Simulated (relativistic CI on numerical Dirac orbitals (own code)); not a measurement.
## How well does a small relativistic CI reproduce Nb2+?

Method of calculation: Dirac-Coulomb-Breit CI, orbitals from a KLI potential per configuration, model QED (radiative potential, 1s self-energy scaled to tabulated hydrogen-like ionisation energies), valence Slater integrals scaled by 0.85, P86 correlation energy added to each configuration (own radial code, finite nucleus).

CI space (outside the closed core [Kr]): 4d3, 4d2.5s, 4d2.5p, 4d.5s2, 4d2.4f, 4d.5s.5p, 4d2.5d, 4d2.6s, 4d2.6p, 4d.4f2, 4d2.6d, 4d.5p2, 4d2.5f, 4d2.5g, 4d.5s.6s, 4d2.6f. Levels of other configurations are missing.

| Configuration | Term (tabulated) | J | Measured (cm⁻¹) | Computed | Error | Purity (%) |
| --- | --- | --- | --- | --- | --- | --- |
| 4d3 | 4F | 3/2 | 0.0 | 0 | 0 | 99 |
| 4d3 | 4F | 5/2 | 515.8 | 446 | -70 | 100 |
| 4d3 | 4F | 7/2 | 1176.6 | 1029 | -148 | 100 |
| 4d3 | 4F | 9/2 | 1939.0 | 1716 | -223 | 99 |
| 4d3 | 4P | 3/2 | 8607.5 | 9344 | 737 | 81 |
| 4d3 | 4P | 1/2 | 8664.3 | 9345 | 681 | 91 |
| 4d3 | 2G | 7/2 | 9236.1 | 9911 | 674 | 99 |
| 4d3 | 4P | 5/2 | 9593.7 | 10156 | 563 | 99 |
| 4d3 | 2G | 9/2 | 9804.5 | 10435 | 631 | 92 |
| 4d3 | 2H | 9/2 | 12916.4 | 13573 | 656 | 93 |
| 4d3 | 2D | 5/2 | 13094.0 | 13966 | 872 | 96 |
| 4d3 | 2H | 11/2 | 13263.8 | 13918 | 654 | 100 |
| 4d3 | 2F | 7/2 | 19861.0 | 21184 | 1323 | 94 |
| 4d3 | 2F | 5/2 | 19975.0 | 21299 | 1324 | 92 |
| 4d2.5s | 4F | 3/2 | 25220.2 | 28049 | 2829 | 99 |
| 4d2.5s | 4F | 9/2 | 27373.5 | 30019 | 2645 | 100 |
| 4d2.5s | 2F | 5/2 | 33658.0 | 37115 | 3457 | 85 |
| 4d2.5s | 4P | 1/2 | 34514.5 | 37899 | 3384 | 100 |
| 4d2.5s | 4P | 3/2 | 34807.2 | 38161 | 3354 | 97 |
| 4d2.5s | 2F | 7/2 | 35079.2 | 38428 | 3349 | 92 |
| 4d2.5s | 2D | 3/2 | 36535.7 | 40063 | 3527 | 92 |
| 4d2.5s | 2G | 9/2 | 40875.2 | 44281 | 3406 | 99 |
| 4d2.5s | 2G | 7/2 | 40943.9 | 44344 | 3400 | 98 |

Measured levels from measured levels as listed in Shadmi, J. Res. Natl. Bur. Stand. 70A, 435 (1966); pairs were made by configuration, J and term (by order where the table uses no LS term), so strongly mixed levels may be paired wrongly.

Mean error by configuration (cm⁻¹): 4d3 590; 4d2.5s 3261. Over the excited levels the mean absolute error is 1723 cm⁻¹ (22 of the 24 excited levels that our extract of the source holds in range could be paired, and the others can miss by more), and the median relative error of those above 1,000 cm⁻¹ is 8.3 %. Some levels of the ground configuration have no partner.
